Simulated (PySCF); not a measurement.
## TDDFT excited states: C3H7Cl3Si

Species: C₃H₇Cl₃Si.
InChI=1S/C3H7Cl3Si/c4-1-2-7-3(5)6/h3H,1-2,7H2

The calculation used TDDFT B3LYP/def2-SVPD, vertical, gas phase, core orbitals frozen in the response in PySCF 2.14.0, density-fitted response routines. The structure is a single GFN2-xTB conformer in the gas phase; no vibrational or solvent corrections. Torsions of this conformer, `[Cl:1][CH2:2][CH2:3][SiH2:4][CH:5]([Cl:6])[Cl:7]`: Cl1–C2–C3–Si4 -49°, C2–C3–Si4–C5 93°, C3–Si4–C5–Cl6 177°.

Problem. What does the calculation give for the low-lying excited states?

Solution. 

| state | E (eV) | λ (nm) | ν̃ (cm⁻¹) | f | main configurations (H = HOMO, L = LUMO) |
| --- | --- | --- | --- | --- | --- |
| S1 | 6.26 | 198.1 | 50470 | 0.014 | H→L (88%), H→L+1 (9%) |
| S2 | 6.66 | 186.3 | 53690 | 0.0069 | H→L+1 (72%), H→L+3 (12%) |
| S3 | 6.87 | 180.5 | 55410 | 0.020 | H-1→L (77%) |
| S4 | 7.04 | 176.0 | 56810 | 0.012 | H→L+3 (44%), H-2→L+1 (19%), H→L+2 (8%) |
| S5 | 7.13 | 173.9 | 57510 | 0.0036 | H-2→L+1 (57%), H→L+3 (14%) |
| S6 | 7.20 | 172.3 | 58050 | 0.0003 | H-1→L+1 (36%), H-3→L+1 (23%) |
| S7 | 7.24 | 171.3 | 58380 | 0.020 | H-2→L (39%), H-1→L+1 (14%), H-3→L (12%) |
| S8 | 7.27 | 170.5 | 58650 | 0.0002 | H→L+2 (31%), H-3→L+1 (21%), H-3→L (12%) |

Triplets (Tamm–Dancoff): T1 5.72 eV, H→L (81%), H→L+1 (11%); T2 6.15 eV, H→L+3 (29%), H→L+1 (25%), H-1→L (22%); T3 6.23 eV, H-1→L (49%), H→L+1 (10%), H→L+3 (9%).

The lowest singlet lies at 6.26 eV (198 nm, vacuum ultraviolet) and is weak; its leading configuration is HOMO→LUMO (88%). The largest oscillator strength of a single state is 0.020. Löwdin shares by element: HOMO chlorine 60% or more, carbon 19% or more, silicon 10%; LUMO chlorine 52% or more, carbon 20% or more, silicon 10% (atoms not listed hold the other 18%). Of the 8 states listed, 4 reach f = 0.01 and 2 stay under 0.0005. The listed states span 1.01 eV, and the widest gap between neighbours is 0.40 eV (S1 to S2). Weighted by f, the mean energy of these states is 6.88 eV. The window holds the lowest 8 singlets.
